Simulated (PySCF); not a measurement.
A structure optimised at PBE0-D3(BJ)/def2-SVP (Å):
```
atom  x, y, z in Å
F1     3.3635    0.2833    1.0245
C2     2.2967    0.3036    0.2272
F3     2.6095   -0.3746   -0.8992
O4     1.2818   -0.3023    0.8869
C5     0.0281   -0.1767    0.3067
C6    -1.2482   -0.6981    0.9655
C7    -1.6726   -0.0578   -0.3788
C8    -0.7321    1.1231   -0.0441
C9    -0.4633   -0.7685   -1.0288
H10    2.0647    1.3465   -0.0609
H11   -1.3436   -1.7913    1.0454
H12   -1.5710   -0.1851    1.8839
H13   -2.6886    0.0124   -0.7832
H14   -1.0233    1.7649    0.8014
H15   -0.3640    1.7097   -0.9003
H16   -0.0582   -0.3210   -1.9485
H17   -0.5047   -1.8662   -1.0890
```

Neutral, closed shell.

Task: Which heavy atoms are bonded, and with what formal order?

Result: F1–C2 1.33 Å (single); C2–F3 1.35 Å (single); C2–O4 1.35 Å (single); O4–C5 1.39 Å (single); C5–C6 1.53 Å (single); C6–C7 1.55 Å (single); C7–C8 1.55 Å (single); C7–C9 1.55 Å (single); C5–C8 1.55 Å (single); C5–C9 1.54 Å (single). Bonds to hydrogen (Å): C2–H10 1.11; C6–H11 1.10; C6–H12 1.10; C7–H13 1.10; C8–H14 1.10; C8–H15 1.10; C9–H16 1.10; C9–H17 1.10.

Task: Give the structure as a SMILES string.

Result: `FC(F)OC12CC(C1)C2`, C6H8F2O. Among its features: ether, C–F bond and cyclobutane ring.

Task: Name the point group.

Result: C1 (no symmetry element, even within 0.4 Å).

Task: Which rings does it hold?

Result: 2 independent rings; equal alternatives are all listed: C5–C6–C7–C8 (4 members, 0.31 Å rms from planarity); C5–C6–C7–C9 (4 members, 0.31 Å rms from planarity); C5–C8–C7–C9 (4 members, 0.31 Å rms from planarity).

Task: Describe the place of each heavy atom.

Result: F1/F3: fluorine of a CF2 group; C2: CHF2 carbon; O4: ether oxygen; C5: sp3 carbon bound to oxygen; C6/C8/C9: four-membered-ring carbon; C7: sp3 carbon at a ring junction.

Task: What is the arrangement about C7?

Result: It has 4 neighbours (C6, C8, C9, H13) and has angles from 87.7° to 126.9°.

Task: What is the arrangement about C5?

Result: It has 4 neighbours (O4, C6, C8, C9) and has angles from 88.2° to 128.0°.

The numbers are calculated, not measured.
